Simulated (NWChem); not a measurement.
System: AlSi2H6F; SMILES [F][Al]([SiH3])[SiH3]

Input file for NWChem:

```
start job
memory heap 200 mb stack 900 mb global 1100 mb
geometry units angstroms noautoz
  Al    -0.451813     0.000184    -0.002915
  F     -2.122737    -0.002228    -0.010160
  Si     0.635125     2.213937     0.059481
  H      2.016196     2.152458    -0.502137
  H      0.756350     2.698454     1.467025
  H     -0.123224     3.244483    -0.705819
  Si     0.638029    -2.212495    -0.054738
  H      2.041940    -2.134852     0.444658
  H      0.697401    -2.737692    -1.451470
  H     -0.084643    -3.220737     0.772613
end
basis spherical
  * library def2-svp
end
dft
  xc xpbe96 cpbe96
  iterations 150
  mulliken
end
task dft energy
```

Excerpt of the output:

```
             Northwest Computational Chemistry Package (NWChem) 7.3.0
             --------------------------------------------------------

 C1  symmetry detected

                             Geometry "geometry" -> ""
                             -------------------------

 Output coordinates in angstroms (scale by  1.889725989 to convert to a.u.)

  No.       Tag          Charge          X              Y              Z
 ---- ---------------- ---------- -------------- -------------- --------------
    1 Al                  13.0000    -0.41878263     0.00018503    -0.00032790
    2 F                    9.0000    -2.08972278    -0.00184736     0.00011076
    3 Si                  14.0000     0.66891759     2.21444287    -0.00083746
    4 H                    1.0000     2.04739597     2.13781982    -0.56694507
    5 H                    1.0000     0.79667580     2.73558260     1.39297873
    6 H                    1.0000    -0.09269074     3.22486902    -0.78937667
    7 Si                  14.0000     0.67032292    -2.21346295     0.00079858
    8 H                    1.0000     2.07651687    -2.12325685     0.49158604
    9 H                    1.0000     0.72320022    -2.77504728    -1.38196830
   10 H                    1.0000    -0.04878599    -3.19946535     0.85753545

 Effective nuclear repulsion energy (a.u.)     236.1718688802

  pbe96 is a nonlocal functional; adding pw91lda local functional.

                                 NWChem DFT Module
                                 -----------------

 Summary of "ao basis" -> "ao basis" (spherical)
 ------------------------------------------------------------------------------
       Tag                 Description            Shells   Functions and Types
 ---------------- ------------------------------  ------  ---------------------
 Al                         def2-svp                 8       18   4s3p1d
 F                          def2-svp                 6       14   3s2p1d
 Si                         def2-svp                 8       18   4s3p1d
 H                          def2-svp                 3        5   2s1p

            General Information
            -------------------
          SCF calculation type: DFT
          Wavefunction type:  closed shell.
          No. of atoms     :    10
          No. of electrons :    56
           Alpha electrons :    28
            Beta electrons :    28
          Charge           :     0
          Spin multiplicity:     1
          Use of symmetry is: off; symmetry adaption is: off
          Maximum number of iterations: 150
          AO basis - number of functions:    98
                     number of shells:    48
          Convergence on energy requested:  1.00D-06
          Convergence on density requested:  1.00D-05
          Convergence on gradient requested:  5.00D-04

              XC Information
              --------------
          PerdewBurkeErnzerhof Exchange Functional  1.000
            Perdew 1991 LDA Correlation Functional  1.000 local
           PerdewBurkeErnz. Correlation Functional  1.000 non-local

             Grid Information
             ----------------
          Grid used for XC integration:  medium
          Radial quadrature: Mura-Knowles
          Angular quadrature: Lebedev.
          Tag              B.-S. Rad. Rad. Pts. Rad. Cut. Ang. Pts.
          ---              ---------- --------- --------- ---------
          Al                  1.25       88          10.0       590
          F                   0.50       49          12.0       434
          Si                  1.10       88          13.0       590
          H                   0.35       45          14.0       434
          Grid pruning is: on
          Number of quadrature shells:   583
          Spatial weights used:  Erf1

      Superposition of Atomic Density Guess
      -------------------------------------

 Sum of atomic energies:        -921.55669130

      Non-variational initial energy
      ------------------------------

 Total energy =    -922.279103
 1-e energy   =   -1750.085081
 2-e energy   =     591.634108
 HOMO         =      -0.251011
 LUMO         =      -0.020615

     ---------------------------------------------
      Total Density - Mulliken Population Analysis
     ---------------------------------------------

    Atom       Charge   Shell Charges
 -----------   ------   -------------------------------------------------------
    1 Al  13    11.92   2.00  1.99  0.93  0.22  5.93  0.51  0.23  0.11
    2 F    9     9.69   1.99  1.16  0.79  3.58  2.17  0.00
    3 Si  14    14.02   2.00  1.99  1.03  0.34  5.94  1.17  1.47  0.08
    4 H    1     1.05   0.69  0.36  0.01
    5 H    1     1.06   0.69  0.36  0.01
    6 H    1     1.06   0.69  0.36  0.01
    7 Si  14    14.02   2.00  1.99  1.03  0.34  5.94  1.17  1.47  0.08
    8 H    1     1.05   0.69  0.36  0.01
    9 H    1     1.06   0.69  0.36  0.01
   10 H    1     1.06   0.69  0.36  0.01

   convergence    iter        energy       DeltaE   RMS-Dens  Diis-err
 ---------------- ----- ----------------- --------- --------- ---------
 d= 0,ls=0.0,diis     1   -923.9425391626 -1.16D+03  2.88D-02  7.12D-01
 d= 0,ls=0.0,diis     2   -923.2354579637  7.07D-01  2.08D-02  8.15D+00
 d= 0,ls=0.0,diis     3   -924.0294878162 -7.94D-01  2.61D-03  1.16D-02
 d= 0,ls=0.0,diis     4   -924.0304518458 -9.64D-04  1.11D-03  6.95D-03
 d= 0,ls=0.0,diis     5   -924.0318337070 -1.38D-03  1.38D-04  1.57D-04
  Resetting Diis
 d= 0,ls=0.0,diis     6   -924.0318592440 -2.55D-05  5.03D-05  9.48D-06
 d= 0,ls=0.0,diis     7   -924.0318610878 -1.84D-06  2.28D-05  7.00D-07
 d= 0,ls=0.0,diis     8   -924.0318611413 -5.35D-08  1.17D-05  7.25D-07
 d= 0,ls=0.0,diis     9   -924.0318612557 -1.14D-07  1.36D-06  2.37D-08

         Total DFT energy =     -924.031861255704
      One electron energy =    -1753.162551768914
           Coulomb energy =      665.538243560794
    Exchange-Corr. energy =      -72.579421927773
 Nuclear repulsion energy =      236.171868880188

 Numeric. integr. density =       56.000002823364

                       DFT Final Molecular Orbital Analysis
                       ------------------------------------

 Vector   26  Occ=2.000000D+00  E=-3.101485D-01
              MO Center=  8.9D-01,  5.1D-05, -9.6D-03, r^2= 8.5D+00
   Bfn.  Coefficient  Atom+Function         Bfn.  Coefficient  Atom+Function
  ----- ------------  ---------------      ----- ------------  ---------------
    84     -0.245165   8 H  s                51      0.238358   4 H  s
    61     -0.216006   6 H  s                94      0.209268  10 H  s
    73     -0.186224   7 Si px               40      0.184848   3 Si px
    76     -0.158210   7 Si px               43      0.156948   3 Si px
    85     -0.126398   8 H  s                52      0.123425   4 H  s

 Vector   27  Occ=2.000000D+00  E=-2.997018D-01
              MO Center=  3.1D-01,  6.3D-03, -1.7D-03, r^2= 5.2D+00
   Bfn.  Coefficient  Atom+Function         Bfn.  Coefficient  Atom+Function
  ----- ------------  ---------------      ----- ------------  ---------------
     3      0.373582   1 Al s                22      0.265386   2 F  px
     2      0.213616   1 Al s                 8      0.180663   1 Al px
    84     -0.172271   8 H  s                51     -0.169839   4 H  s
    25     -0.165776   2 F  px               40     -0.148198   3 Si px
    73     -0.147454   7 Si px                4      0.116677   1 Al s

 Vector   28  Occ=2.000000D+00  E=-2.325021D-01
              MO Center=  2.6D-01,  3.7D-06, -1.9D-04, r^2= 5.5D+00
   Bfn.  Coefficient  Atom+Function         Bfn.  Coefficient  Atom+Function
  ----- ------------  ---------------      ----- ------------  ---------------
    44     -0.268800   3 Si py               77     -0.269785   7 Si py
     9      0.254026   1 Al py               36      0.227586   3 Si s
    69     -0.226907   7 Si s                41     -0.225608   3 Si py
    74     -0.225911   7 Si py               23      0.171055   2 F  py
    43     -0.142300   3 Si px               76      0.141033   7 Si px

 Vector   29  Occ=0.000000D+00  E=-1.019313D-01
              MO Center= -1.4D-01, -2.0D-03, -1.1D-03, r^2= 4.5D+00
   Bfn.  Coefficient  Atom+Function         Bfn.  Coefficient  Atom+Function
  ----- ------------  ---------------      ----- ------------  ---------------
    13      0.580560   1 Al pz               10      0.358602   1 Al pz
    57     -0.253409   5 H  s                90      0.253000   9 H  s
    78      0.222160   7 Si pz               45      0.219669   3 Si pz
     7     -0.183930   1 Al pz               24      0.177424   2 F  pz
    95     -0.176890  10 H  s                62      0.165206   6 H  s

 Vector   30  Occ=0.000000D+00  E=-4.588543D-02
              MO Center=  7.0D-02,  7.5D-03,  1.2D-03, r^2= 5.9D+00
   Bfn.  Coefficient  Atom+Function         Bfn.  Coefficient  Atom+Function
  ----- ------------  ---------------      ----- ------------  ---------------
    11      0.596599   1 Al px               43      0.463955   3 Si px
    76      0.458218   7 Si px               62      0.408770   6 H  s
    95      0.388058  10 H  s                85     -0.367522   8 H  s
    52     -0.360003   4 H  s                21      0.223908   2 F  s
    36     -0.222066   3 Si s                69     -0.215405   7 Si s

 Vector   31  Occ=0.000000D+00  E=-3.544482D-02
              MO Center=  4.7D-03,  1.9D-04,  1.9D-03, r^2= 6.3D+00
   Bfn.  Coefficient  Atom+Function         Bfn.  Coefficient  Atom+Function
  ----- ------------  ---------------      ----- ------------  ---------------
     4      1.463920   1 Al s                36     -0.782146   3 Si s
    69     -0.782717   7 Si s                44      0.494773   3 Si py
    77     -0.489062   7 Si py                3      0.362667   1 Al s
    35     -0.363444   3 Si s                68     -0.362086   7 Si s
    11      0.285236   1 Al px                2      0.244276   1 Al s

[...]
```

Level: PBE/def2-SVP. Structure relaxed at the B3LYP/6-31G* (spherical d) level.
